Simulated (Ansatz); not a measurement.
`S=C1BS1`, relaxed with RKS PBE0-D4/def2-TZVP in the Gaussian-basis code of Ansatz from a PBE-D4/def2-SVP geometry. The force threshold is 0.005 eV/Å; the program also tests the step.

Charge 0, multiplicity 1.

Start:

```xyz
5

S    -0.054   -2.035   -1.060
C    -0.049   -0.614   -0.335
B     0.307    0.606    0.452
S    -1.330    0.869   -0.182
H     1.126    1.174    1.125
```

By how much does the energy fall, and how many steps does the optimiser take? (Best estimate.)

Ansatz gave: 6.85 kJ/mol, in 6 steps.

Which bonds change most? (An estimate is asked.)

Ansatz gave: C2–S4 from 1.965 to 1.834 Å; B3–H5 from 1.203 to 1.180 Å; B3–S4 from 1.775 to 1.761 Å; C2–B3 from 1.495 to 1.488 Å.

Give the relaxed structure. (An estimate is asked.)

Ansatz gave: 
```xyz
5

S    -0.055   -2.000   -1.043
C    -0.099   -0.577   -0.340
B     0.325    0.605    0.460
S    -1.296    0.806   -0.198
H     1.125    1.166    1.121
```
